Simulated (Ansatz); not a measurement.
Basis-set extrapolation for CH6OSi2 (`O=C([SiH3])[SiH3]`) (PBE0-D4/def2-TZVP geometry, frozen core, Ansatz). Multiplicity 1, RHF reference.

```tsv
	def2-TZVPP	def2-QZVPP
HF	-694.116009	-694.139480
MP2 correlation	-0.636963	-0.683972
CCSD(T) correlation	-0.713573	not run
```

Energies in hartree. Use E(X) = E(∞) + A·exp(−7.88·√X) for Hartree–Fock and E(X) = E(∞) + B·X^(−2.97) for correlation, with X = 3 and 4, and add CCSD(T) minus MP2 of the smaller set to the MP2 limit.

Task: What is the CCSD(T) energy at the basis-set limit?

Result: HF limit: -694.139480 + (-0.023471) × 0.13774 = -694.14271. MP2 limit: -0.683972 + (-0.047009) × 0.74074 = -0.71879. Higher-order term: -0.713573 − (-0.636963) = -0.07661. Total: -694.93811 hartree, 284.9 kJ/mol below CCSD(T)/def2-TZVPP.
